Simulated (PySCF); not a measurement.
Excitations are Tamm–Dancoff values on a coarser integration grid. The basis has no diffuse functions, so Rydberg states are missing or too high.

Cartesian coordinates (Å):
```xyz
8

N      1.5646    -0.2181    -0.0033
Al    -0.0241     0.5374    -0.0965
N     -1.5396    -0.3384     0.1029
F     -0.0973     2.1667    -0.3888
H      1.7394    -1.1946     0.1681
H      2.4323     0.2806    -0.1163
H     -2.4489     0.0914     0.0506
H     -1.6263    -1.3251     0.2833
```
Charge 0, spin multiplicity 1.

Estimate the dipole moment, brightest of the four lowest singlets (TDA), HOMO–LUMO gap, LUMO, S1–T1 gap (TDA), S1 excitation (TDA), total energy and HOMO that PySCF with PBE-D3(BJ)/def2-TZVP // B3LYP-D3(BJ)/def2-TZVP returns for this input.


```yaml
dipole_moment: 0.493 e·Å
brightest of the four lowest singlets (TDA): 5.59 eV
HOMO–LUMO gap: 4.83 eV
LUMO: -0.91 eV
S1–T1 gap (TDA): 0.28 eV
S1 excitation (TDA): 4.93 eV
total_energy: -12356.16 eV
HOMO: -5.74 eV
```
